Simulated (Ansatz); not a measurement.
Geometry optimisation, Ansatz, RKS B3LYP/def2-SVPD.

Input file:

```yaml
crystal:
  periodic: [false, false, false]
  atoms:
    - { symbol: C, position_ang: [-0.4621, 0.695, -0.0519] }
    - { symbol: S, position_ang: [0.9664, 0.4695, 0.936] }
    - { symbol: Si, position_ang: [1.4799, -1.5552, 0.4657] }
    - { symbol: F, position_ang: [0.5117, -2.1087, -0.5735] }
    - { symbol: H, position_ang: [-1.3013, 0.0357, 0.2049] }
    - { symbol: H, position_ang: [-0.8733, 1.7746, 0.0967] }
    - { symbol: H, position_ang: [-0.2601, 0.6211, -1.1236] }
basis:
  gaussian: { orbitals: def2-SVPD }
hamiltonian:
  xc: b3lyp
relax:
  f_tol: 0.02
  max_steps: 50
```

Run as:

```bash
$ ansatz run input.yaml --threads 2 --pin off --max-ram 3072MiB --backend cpu --events-out ev --progress --plain --runs-dir out
```

Where does it end, and by what steps?

The forces met the threshold. After 6 steps the energy has fallen by 0.634 eV; Si3 moved furthest, 0.15 Å.

```tsv
step	energy less start (eV)	largest force component (eV/Å)	accepted
0	0.0000	4.524	yes
1	-0.4728	1.536	yes
2	-0.5296	1.318	yes
3	-0.6250	0.359	yes
4	-0.6289	0.180	yes
5	-0.6333	0.031	yes
6	-0.6340	0.019	yes
```

```xyz
7
Properties=species:S:1:pos:R:3
C -0.518 0.730 -0.087
S 0.979 0.434 0.943
Si 1.606 -1.598 0.528
F 0.433 -2.039 -0.578
H -1.314 0.026 0.181
H -0.846 1.755 0.118
H -0.279 0.624 -1.151
```

Run time: 11 s on 2 threads of Intel(R) Xeon(R) 6975P-C (Granite Rapids) (shared host), peak memory 0.27 GiB.
